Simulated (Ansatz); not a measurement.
Two members of one family ((InE)3 ring), computed with Ansatz in the gas phase; def2 core potentials for In, no spin–orbit coupling. The two geometries come from different levels. Binding counts from free atoms in the multiplicity of their measured ground term, without zero-point energy. The structures are stationary points that may keep the symmetry of their start.

First: (ClInSe)3 ring (singlet, charge 0, PBE-D4/def2-SVP geometry).

```xyz
9

In    1.027    1.934   -0.607
Cl    2.098    3.949   -1.239
Se    2.722    0.110   -0.152
In    1.240   -1.847    0.467
Cl    2.529   -3.771    0.958
Se   -1.233   -2.322    0.723
In   -2.267   -0.090    0.131
Cl   -4.628   -0.179    0.281
Se   -1.487    2.215   -0.563
```

| level | HOMO (eV) | LUMO (eV) | gap (eV) | binding per atom (eV) |
| --- | --- | --- | --- | --- |
| PBE-D4/def2-SVP | -6.84 | -3.92 | 2.92 | 2.79 |
| r2SCAN-D4/def2-TZVP | -7.29 | -3.92 | 3.37 | 2.79 |
| B3LYP-D4/def2-TZVP | -7.83 | -3.56 | 4.28 | 2.63 |
| PBE0-D4/def2-SVP | -8.02 | -3.23 | 4.79 | 2.73 |
| PBE0-D4/def2-TZVP | -8.09 | -3.31 | 4.79 | 2.75 |

Second: (FInO)3 ring (singlet, charge 0, r2SCAN-D4/def2-SVP geometry).

```xyz
9

In   -1.304    1.172    0.966
F    -2.578    2.309    1.897
O    -1.294   -0.800    1.293
In   -0.001   -1.976    0.321
F    -0.012   -3.897    0.624
O     1.298   -1.168   -0.966
In    1.307    0.804   -1.286
F     2.584    1.587   -2.527
O    -0.001    1.969   -0.323
```

What does the change do? Estimate second minus first.


```
              level  Δ HOMO (eV)  Δ LUMO (eV)  Δ gap (eV)  Δ binding per atom (eV)
    PBE-D4/def2-SVP        -0.61        -0.60        0.00                     0.66
r2SCAN-D4/def2-TZVP        -0.64        -0.61        0.02                     0.59
 B3LYP-D4/def2-TZVP        -1.02        -0.66        0.36                     0.61
   PBE0-D4/def2-SVP        -0.92        -0.51        0.41                     0.45
  PBE0-D4/def2-TZVP        -0.98        -0.57        0.41                     0.50
```
